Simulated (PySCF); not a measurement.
Si(Me)3(NMe2) (C5H15NSi), SMILES CN(C)[Si](C)(C)C.

Geometry: PBE0-D3(BJ)/def2-SVP. The isomer is the one that the SMILES or the coordinates give; other isomers of the formula were not compared. The values are those of a single conformer.

Level of theory: PySCF with TDA-M06-2X/def2-SVP.

Vertical excitations. Gas-phase values at a fixed geometry.

| state | energy (eV) | λ (nm) | f | main pairs |
|---|---|---|---|---|
| S1 | 6.62 | 187 | 0.005 | HOMO→LUMO 84 % |
| S2 | 7.51 | 165 | 0.001 | HOMO→LUMO+2 85 % |
| S3 | 7.69 | 161 | 0.049 | HOMO→LUMO+1 68 %, HOMO→LUMO 11 % |
| S4 | 7.78 | 159 | 0.024 | HOMO→LUMO+4 64 %, HOMO→LUMO+1 13 %, HOMO→LUMO+7 10 % |
| S5 | 8.18 | 152 | 0.166 | HOMO→LUMO+3 76 % |
| S6 | 8.54 | 145 | 0.000 | HOMO→LUMO+5 71 %, HOMO→LUMO+8 11 % |
| S7 | 8.62 | 144 | 0.122 | HOMO→LUMO+6 62 %, HOMO→LUMO+9 23 % |
| S8 | 8.90 | 139 | 0.021 | HOMO→LUMO+8 51 %, HOMO−1→LUMO 23 %, HOMO→LUMO+5 13 % |
| S9 | 9.05 | 137 | 0.073 | HOMO−1→LUMO 63 %, HOMO→LUMO+8 20 % |
| S10 | 9.08 | 137 | 0.071 | HOMO−2→LUMO 70 % |
| T1 | 6.43 | 193 | 0 | HOMO→LUMO 71 %, HOMO→LUMO+1 11 % |
| T2 | 7.37 | 168 | 0 | HOMO→LUMO+4 39 %, HOMO→LUMO 20 %, HOMO→LUMO+3 17 %, HOMO→LUMO+7 10 % |
| T3 | 7.39 | 168 | 0 | HOMO→LUMO+2 80 % |
| T4 | 7.55 | 164 | 0 | HOMO→LUMO+1 67 %, HOMO→LUMO+4 16 % |
Triplets are in the Tamm–Dancoff approximation.
